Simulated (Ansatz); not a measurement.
Geometry optimisation, Ansatz 0.2.0, RKS r2SCAN-D4/def2-SVP.

input.yaml

```yaml
crystal:
  periodic: [false, false, false]
  atoms:
    - { symbol: "N", position_ang: [-0.2278, 2.1953, 0.9416] }
    - { symbol: Si, position_ang: [-0.6484, 0.6878, 0.3359] }
    - { symbol: C, position_ang: [0.8407, -0.1568, -0.2568] }
    - { symbol: Si, position_ang: [0.4368, -1.8216, -0.8078] }
    - { symbol: Cl, position_ang: [-0.5159, -1.778, -2.6708] }
    - { symbol: H, position_ang: [0.1954, 2.1835, 1.8266] }
    - { symbol: H, position_ang: [-1.1152, 2.7455, 1.1164] }
    - { symbol: H, position_ang: [-1.6052, 0.9119, -0.7361] }
    - { symbol: H, position_ang: [-1.2614, 0.0135, 1.5252] }
    - { symbol: H, position_ang: [1.6028, -0.2377, 0.5954] }
    - { symbol: H, position_ang: [1.3529, 0.3961, -1.0292] }
    - { symbol: H, position_ang: [1.5819, -2.6846, -0.941] }
    - { symbol: H, position_ang: [-0.6161, -2.4896, 0.1154] }
basis:
  gaussian: { orbitals: def2-SVP }
hamiltonian:
  xc: r2scan
  dispersion: d4
relax:
  f_tol: 0.015
  max_steps: 40
```

Command:

```bash
$ ansatz run input.yaml --threads 2 --pin off --max-ram 3072MiB --backend cpu --events-out ev --progress --plain --runs-dir out
```

Task: Where does it end, and by what steps?

Result: The forces met the threshold. After 19 steps the energy has fallen by 0.616 eV; H13 moved furthest, 0.70 Å.

| step | energy less start (eV) | largest force component (eV/Å) | accepted |
| --- | --- | --- | --- |
| 0 | 0.0000 | 3.110 | yes |
| 1 | -0.5075 | 0.930 | yes |
| 2 | -0.5237 | 0.615 | yes |
| 3 | -0.5810 | 0.471 | yes |
| 4 | -0.6004 | 0.093 | yes |
| 5 | -0.5972 | 0.196 | no |
| 6 | -0.6053 | 0.046 | yes |
| 7 | -0.6076 | 0.132 | yes |
| 8 | -0.6085 | 0.063 | yes |
| 9 | -0.6098 | 0.034 | yes |
| 10 | -0.6105 | 0.092 | yes |
| 11 | -0.6111 | 0.091 | yes |
| 12 | -0.6122 | 0.063 | yes |
| 13 | -0.6132 | 0.086 | yes |
| 14 | -0.6139 | 0.076 | yes |
| 15 | -0.6147 | 0.082 | yes |
| 16 | -0.6151 | 0.064 | yes |
| 17 | -0.6154 | 0.045 | yes |
| 18 | -0.6155 | 0.024 | yes |
| 19 | -0.6155 | 0.007 | yes |

```xyz
13
Properties=species:S:1:pos:R:3
N -0.250 2.251 1.064
Si -0.747 0.785 0.278
C 0.789 -0.214 -0.167
Si 0.487 -1.944 -0.795
Cl -0.960 -1.896 -2.294
H 0.247 2.200 1.949
H -0.905 3.027 1.086
H -1.497 1.199 -0.941
H -1.635 -0.120 1.088
H 1.417 -0.309 0.741
H 1.382 0.358 -0.902
H 1.716 -2.548 -1.384
H -0.023 -2.824 0.293
```

Whether the end is a true minimum wasn't checked by a vibrational analysis.

The run took 63 s on 2 threads of Intel(R) Xeon(R) Platinum 8488C (Sapphire Rapids), with other jobs on the host, peak memory 0.21 GiB.
